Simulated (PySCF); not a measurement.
**Calculated NMR parameters of F[C@H]1CC[SiH2]C[SiH2]1**

```
Formula                               : C4H11FSi2
SMILES                                : F[C@H]1CC[SiH2]C[SiH2]1
InChI                                 : InChI=1S/C4H11FSi2/c5-4-1-2-6-3-7-4/h4H,1-3,6-7H2/t4-/m1/s1
Point group of the computed structure : C1
Degrees of unsaturation               : 1
Carbon signals                        : 4
Proton signals                        : 11
```

Atom-mapped SMILES (the numbers label the heavy atoms): `[F:1][C@H:2]1[CH2:3][CH2:4][SiH2:5][CH2:6][SiH2:7]1`; H(Xn) means a hydrogen on atom n. Ha(C3), Ha(C4), Ha(Si5), Ha(C6), Ha(Si7) are cis to F1 on the ring; Hb(C3), Hb(C4), Hb(Si5), Hb(C6), Hb(Si7) are trans to F1 on the ring.

Method: GFN2-xTB structure, σ from GIAO-PBE0/pcSseg-1, in PySCF 2.14.0 with density-fitted response routines (no relativistic terms, a single conformation, no solvent).

Chemical shifts δ = σref − σ; TMS for ¹H (31.72 ppm), ¹³C (186.93 ppm), ²⁹Si (349.16 ppm); CFCl3 for ¹⁹F (170.95 ppm), all at this level.

| carbon | δC, type | δH (multiplicity) | HMBC from (2–3 bonds) | span of the C tensor (ppm) |
| --- | --- | --- | --- | --- |
| C2 | 88.6, CH | 5.03 (m) | Ha(Si7), Hb(Si7), Ha(C3), Hb(C3), Ha(C4), Hb(C4), Ha(C6), Hb(C6) | 107 |
| C3 | 32.8, CH2 | Ha(C3) 2.81 (m); Hb(C3) 1.58 (m) | H(C2), Ha(Si7), Ha(Si5), Hb(Si5), Hb(Si7), Ha(C4), Hb(C4) | 17 |
| C4 | 6.1, CH2 | Ha(C4) 1.38 (m); Hb(C4) 0.67 (m) | H(C2), Ha(Si5), Hb(Si5), Ha(C3), Hb(C3), Ha(C6), Hb(C6) | 16 |
| C6 | -14.1, CH2 | Ha(C6) 0.25 (m); Hb(C6) -0.17 (m) | H(C2), Ha(Si7), Ha(Si5), Hb(Si5), Hb(Si7), Ha(C4), Hb(C4) | 18 |

Other nuclei:
| atoms | nucleus | environment | δ (ppm) | σ (ppm) |
| --- | --- | --- | --- | --- |
| Ha(Si7) | ¹H | hydrogen on a silicon bonded to 2 C, in a 6-membered ring | 4.50 | 27.22 |
| Ha(Si5) | ¹H | hydrogen on a silicon bonded to 2 C, in a 6-membered ring | 4.46 | 27.26 |
| Hb(Si5) | ¹H | hydrogen on a silicon bonded to 2 C, in a 6-membered ring | 4.26 | 27.46 |
| Hb(Si7) | ¹H | hydrogen on a silicon bonded to 2 C, in a 6-membered ring | 4.17 | 27.54 |
| F1 | ¹⁹F | fluorine on an sp3 carbon | -256.5 | 427.5 |
| Si5 | ²⁹Si | silicon bonded to 2 C, 2 H, in a 6-membered ring | -45.8 | 394.9 |
| Si7 | ²⁹Si | silicon bonded to 2 C, 2 H, in a 6-membered ring | -47.6 | 396.8 |

Carbon types of the structure: 1 × CH, 3 × CH2, leaving 4 H on heteroatoms. δC 88.6: sp3 CH bonded to F and Si; pulled downfield by the heteroatom. δC 32.8: sp3 CH2 in a ring; a saturated carbon with 2 carbon neighbours and no heteroatom attached. δC 6.1: sp3 CH2 bonded to Si; an electropositive neighbour leaves it electron-rich and shielded. δH 5.03: hydrogen on an sp3 CH bonded to F and Si; its carbon carries F, hence the downfield position. δH 0.25, -0.17: hydrogen on an sp3 CH2 bonded to 2 Si; an electropositive neighbour shields it, as in TMS itself.

Splittings by ¹⁹F in the carbon and heteronuclear signals aren't shown, as no couplings were computed. Shifts are as computed. Against solution values, carbons near 30 ppm lie about +3 ppm off and those near 130 ppm about +5 ppm. Of 1211 compounds with measured shifts, 218 miss one by over three times the rms of a fit or turn the order of signals round; such compounds aren't used in these exercises. Unscaled 19F shifts against computed CFCl3 carry errors that often reach 10 to 50 ppm. No couplings were computed; multiplicities are counted from neighbouring protons, with m where these are inequivalent, close in shift, in a saturated or five-membered ring or joined by F or P, and br s for small geminal =CH2 splittings.
